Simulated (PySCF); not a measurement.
Species: C₆H₁₀N₂O.
SMILES: `CNc1c(C)noc1C`

All values: PBE0/def2-SVPD (PySCF, non-relativistic), on one gas-phase PBE0-D3(BJ)/def2-SVP geometry that isn't relaxed in the solvent. The solvent is an IEF-PCM continuum (cavity from Bondi-type radii × 1.2), and excitations are vertical TDDFT with non-equilibrium linear response and a frozen core. Only the electrostatic response of the medium enters.

Gas-phase singlets (H = HOMO, L = LUMO):

```tsv
state	E (eV)	λ (nm)	f	leading configurations
S1	5.086	244	0.003	H→L+1 89%, H→L 9%
S2	5.223	237	0.104	H→L 87%, H→L+1 9%
S3	5.693	218	0.006	H→L+2 97%
S4	6.239	199	0.006	H→L+3 95%
S5	6.529	190	0.050	H→L+4 88%
```

What are the lowest 5 singlets in tetrahydrofuran (ε = 7.426)?

```csv
state,E (eV),λ (nm),f,leading configurations,change by rank (eV)
S1,4.993,248,0.132,H→L 97%,-0.093
S2,5.353,232,0.002,H→L+1 98%,+0.130
S3,5.964,208,0.006,H→L+2 96%,+0.271
S4,6.329,196,0.014,H→L+3 95%,+0.090
S5,6.618,187,0.077,H→L+4 88%,+0.089
```

Give the list for methanol (ε = 32.61), n² = 1.77.

```csv
state,E (eV),λ (nm),f,leading configurations,change by rank (eV)
S1,4.962,250,0.126,H→L 97%,-0.124
S2,5.399,230,0.002,H→L+1 98%,+0.176
S3,6.015,206,0.005,H→L+2 96%,+0.322
S4,6.337,196,0.014,H→L+3 95%,+0.098
S5,6.641,187,0.075,H→L+4 88%,+0.112
```

The ground-state energy changes by -0.355 eV from gas to methanol. By how much does the total energy of gas-phase S2 change?

E(S2) = E(S0) + excitation energy, so it changes by -0.355 − 0.261 = -0.616 eV: it is lowered more than the ground state, which is what a red shift means. This is the vertical state, with the slow part of the continuum still set for S0.

How do the frontier levels move from gas to methanol?

| orbital | gas (eV) | solvent (eV) | change (eV) |
| --- | --- | --- | --- |
| LUMO+2 | 0.85 | 1.17 | +0.32 |
| LUMO+1 | 0.39 | 0.72 | +0.33 |
| LUMO | 0.14 | -0.06 | -0.20 |
| HOMO | -5.86 | -5.85 | +0.01 |
| HOMO-1 | -7.56 | -7.78 | -0.22 |
| HOMO-2 | -8.28 | -8.71 | -0.43 |
| HOMO-3 | -9.18 | -9.10 | +0.08 |

The HOMO–LUMO gap goes from 6.00 to 5.79 eV. Rows go by rank; for LUMO, LUMO+1 and LUMO+2 the atom shares or the degeneracy differ between the runs, so the row needn't follow one orbital.

Conformer computed: `[CH3:1][NH:2][c:3]1[c:4]([CH3:5])[n:6][o:7][c:8]1[CH3:9]`: C1–N2–C3–C4 164°.
